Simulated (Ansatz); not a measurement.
Species: SbH2Cl, charge 0, singlet. SbH2Cl (SMILES [Cl][SbH2]).
B3LYP-D3(BJ)/def2-TZVP minimum from Ansatz (an electronic-structure program):
```xyz
4

Sb    -0.3364    -0.3344     0.3269
H     -0.0093    -1.7158    -0.6417
H     -1.7206     0.0182    -0.6288
Cl     1.1110     1.1032    -0.9059
```
Charge 0, spin multiplicity 1.

Total energies in hartree (Ansatz). UHF or UKS for unpaired electrons; spin-orbit terms are left out. Cores are frozen in correlated methods (noble-gas shells, and filled d and f shells in the p block). Past Kr the def2 sets carry scalar-relativistic core potentials. Where a partner has so few electrons that a lower coupled-cluster level is exact, that level stands in. Spin-orbit terms, left out, reach several kcal/mol for Br and I, and more for heavier atoms.

```csv
species,HF/def2-TZVPP,CCSD(T)/def2-TZVPP,HF/def2-QZVPP,CCSD(T)/def2-QZVPP,CCSDT(Q)/def2-TZVPP
1: SbH2Cl (SMILES [Cl][SbH2]),-699.95806,-700.32478,-699.97377,-700.37127,-700.32654
2: Sb (quartet),-239.27727,-239.35269,-239.27798,-239.35812,-239.35329
3: H (doublet),-0.49981,-0.49981,-0.49998,-0.49998,-0.49981
4: Cl (doublet),-459.47685,-459.66464,-459.48954,-459.69535,-459.66548
```

Work out the atomisation energy (electronic, to ground-state atoms) in kcal/mol: take Hartree-Fock from def2-QZVPP, extrapolate the CCSD(T) correlation energy as X^-3 (X = 3, 4), and add CCSDT(Q) - CCSD(T) in def2-TZVPP. 1 hartree = 627.51 kcal/mol.


Species 1: correlation (64·(-0.39750) - 27·(-0.36672))/37 = -0.41996; step -0.00176; E1 = -699.97377 + (-0.41996) + (-0.00176) = -700.39549
Species 2: correlation (64·(-0.08014) - 27·(-0.07542))/37 = -0.08358; step -0.00060; E2 = -239.27798 + (-0.08358) + (-0.00060) = -239.36216
Species 3: correlation (64·(0.00000) - 27·(0.00000))/37 = 0.00000; step +0.00000; E3 = -0.49998 + (0.00000) + (+0.00000) = -0.49998
Species 4: correlation (64·(-0.20581) - 27·(-0.18779))/37 = -0.21896; step -0.00084; E4 = -459.48954 + (-0.21896) + (-0.00084) = -459.70934
-1·E1 +1·E2 +2·E3 +1·E4 = 0.32403 hartree = 203.3 kcal/mol.
